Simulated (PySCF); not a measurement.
Choosing a molecule for a target property.

All species are isolated and taken at one optimised geometry, non-relativistic unless stated. Electronic properties by PySCF.

Dipoles, sizes and rotational constants follow the conformer. The torsions of the flexible species, by atom-mapped SMILES:
- `[CH3:1][CH2:2][Si@@H:3]([CH3:4])[Si:5]([SiH3:6])([SiH3:7])[SiH3:8]`: C1–C2–Si3–C4 -62°, C2–Si3–Si5–Si6 160°
- `[NH2:1][C:2](=[O:3])[SiH2:4][SiH3:5]`: N1–C2–Si4–Si5 138°, H–N1–C2–O3 -179°, H–N1–C2–O3 -1°
- `[CH3:1][NH:2][GeH2:3][Se:4][GeH3:5]`: C1–N2–Ge3–Se4 -68°, N2–Ge3–Se4–Ge5 -39°
- `[F:1][B:2]([F:3])[c:4]1[cH:5][cH:6][cH:7][cH:8][cH:9]1`: F1–B2–C4–C5 -2°
- `[CH3:1][O:2][C@H:3]([C:4]#[N:5])[c:6]1[cH:7][n:8][o:9][cH:10]1`: C1–O2–C3–C4 -65°, O2–C3–C6–C7 63°
- `[F:1][CH2:2][C:3]1=[N:4][CH2:5]1`: F1–C2–C3–N4 164°

Question: Wanted: HOMO–LUMO gap between 9 eV and 10 eV (CAM-B3LYP/def2-SVPD) and lowest triplet excitation (Tamm–Dancoff) above 4.5 eV (TDA CAM-B3LYP/def2-SVPD), at PBE0-D3(BJ)/def2-SVP geometries. Which candidate meets both?
A. `NC(=O)[SiH2][SiH3]`
B. `C[C@@H](F)C#N`
C. `C[Si@H](CC)[Si]([SiH3])([SiH3])[SiH3]`
D. `FB(F)c1ccccc1`
E. `C[NH][GeH2][Se][GeH3]`

Answer: C. Computed values:
```csv
species,HOMO–LUMO gap,lowest triplet excitation (Tamm–Dancoff)
C[NH][GeH2][Se][GeH3],8.30 eV,4.63 eV
FB(F)c1ccccc1,8.45 eV,3.88 eV
NC(=O)[SiH2][SiH3],9.24 eV,4.28 eV
C[Si@H](CC)[Si]([SiH3])([SiH3])[SiH3],9.43 eV,5.83 eV
C[C@@H](F)C#N,11.98 eV,6.14 eV
```

Question: Wanted: HOMO energy between -11 eV and -9.3 eV (CAM-B3LYP/def2-SVPD) and electronic spatial extent ⟨r²⟩ about the centre of nuclear charge below 2000 bohr² (CAM-B3LYP/def2-SVPD), at PBE0-D3(BJ)/def2-SVP geometries. Which candidate meets both?
A. `CC[Si@@H](C)[Si]([SiH3])([SiH3])[SiH3]`
B. `C[NH][GeH2][Se][GeH3]`
C. `O=S(=O)(Cl)Cl`
D. `CO[C@H](C#N)c1cnoc1`
E. `FB(F)c1ccccc1`

Answer: D. Computed values:
```
                               species  HOMO energy  electronic spatial extent ⟨r²⟩ about the centre of nuclear charge
                         O=S(=O)(Cl)Cl    -11.49 eV                                                          676 bohr²
                   CO[C@H](C#N)c1cnoc1     -9.64 eV                                                         1526 bohr²
                         FB(F)c1ccccc1     -8.92 eV                                                         1228 bohr²
CC[Si@@H](C)[Si]([SiH3])([SiH3])[SiH3]     -8.70 eV                                                         2778 bohr²
                 C[NH][GeH2][Se][GeH3]     -7.96 eV                                                         1646 bohr²
```

Question: Wanted: static isotropic polarisability between 60 au and 100 au (CAM-B3LYP/def2-SVPD) and vertical ionisation energy below 9.5 eV (ΔSCF CAM-B3LYP/def2-SVPD), at PBE0-D3(BJ)/def2-SVP geometries. Which candidate meets both?
A. `[SiH3][SiH2]C(=O)N`
B. `FB(F)C1=CC=CC=C1`
C. `C[NH][GeH2][Se][GeH3]`
D. `FCC1=NC1`
E. `CC[Si@@H](C)[Si]([SiH3])([SiH3])[SiH3]`

Answer: A. Computed values:
```
                               species  static isotropic polarisability  vertical ionisation energy
                              FCC1=NC1                          41.6 au                    10.60 eV
                      FB(F)C1=CC=CC=C1                          80.4 au                     9.66 eV
                    [SiH3][SiH2]C(=O)N                          83.9 au                     9.34 eV
                 C[NH][GeH2][Se][GeH3]                         112.5 au                     8.66 eV
CC[Si@@H](C)[Si]([SiH3])([SiH3])[SiH3]                         187.2 au                     9.08 eV
```

Question: Wanted: dipole moment below 2.4 D (CAM-B3LYP/def2-SVPD) and lowest singlet excitation above 6 eV (TDDFT CAM-B3LYP/def2-SVPD), at PBE0-D3(BJ)/def2-SVP geometries. Which candidate meets both?
A. `CC[Si@@H](C)[Si]([SiH3])([SiH3])[SiH3]`
B. `FB(F)c1ccccc1`
C. `FCC1=NC1`
D. `CO[C@H](C#N)c1cnoc1`
E. `C[NH][GeH2][Se][GeH3]`
F. `C[C@@H](F)C#N`
G. `NC(=O)[SiH2][SiH3]`

Answer: A. Computed values:
| species | dipole moment | lowest singlet excitation |
| --- | --- | --- |
| FCC1=NC1 | 1.13 D | 5.42 eV |
| CC[Si@@H](C)[Si]([SiH3])([SiH3])[SiH3] | 1.36 D | 6.42 eV |
| C[NH][GeH2][Se][GeH3] | 2.29 D | 4.99 eV |
| FB(F)c1ccccc1 | 2.47 D | 5.15 eV |
| NC(=O)[SiH2][SiH3] | 3.53 D | 4.88 eV |
| C[C@@H](F)C#N | 3.70 D | 7.25 eV |
| CO[C@H](C#N)c1cnoc1 | 4.36 D | 6.54 eV |
